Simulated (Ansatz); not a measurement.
One change: `CO[CH2][AlH][F]` becomes `CO[CH2][AlH2]`.

Ansatz, PBE0-D4/def2-TZVP geometries, multiplicity 1. Each molecule was computed in one conformer, which needn't be the lowest.

```tsv
property	`CO[CH2][AlH][F]`
LUMO energy (ωB97M-V/def2-TZVPP) / eV	0.59
LUMO energy (PBE/def2-TZVPP) / eV	-1.77
size of the dipole moment (ωB97M-V/def2-TZVPP) / D	1.42
LUMO energy (B3LYP/def2-TZVPP) / eV	-1.23
HOMO–LUMO gap (B3LYP/def2-TZVPP) / eV	5.54
HOMO energy (PBE0/def2-TZVPP) / eV	-6.97
```

What does the change do to each property? (Estimate.)

The calculation gave: 
```csv
property,`CO[CH2][AlH2]`,shift
LUMO energy (ωB97M-V/def2-TZVPP) / eV,0.22,-0.37
LUMO energy (PBE/def2-TZVPP) / eV,-2.14,-0.37
size of the dipole moment (ωB97M-V/def2-TZVPP) / D,1.38,-0.04
LUMO energy (B3LYP/def2-TZVPP) / eV,-1.58,-0.35
HOMO–LUMO gap (B3LYP/def2-TZVPP) / eV,5.62,0.08
HOMO energy (PBE0/def2-TZVPP) / eV,-7.44,-0.47
```

With PBE0 the HOMO falls by 0.47 eV and the LUMO falls by 0.35 eV, so the gap widens by about 0.12 eV. PBE moves the HOMO by -0.30 eV and ωB97M-V by -0.58 eV. Dipoles are sizes alone; their direction can turn.

B3LYP here is the variant with VWN-RPA as its local correlation; programs differ in this.
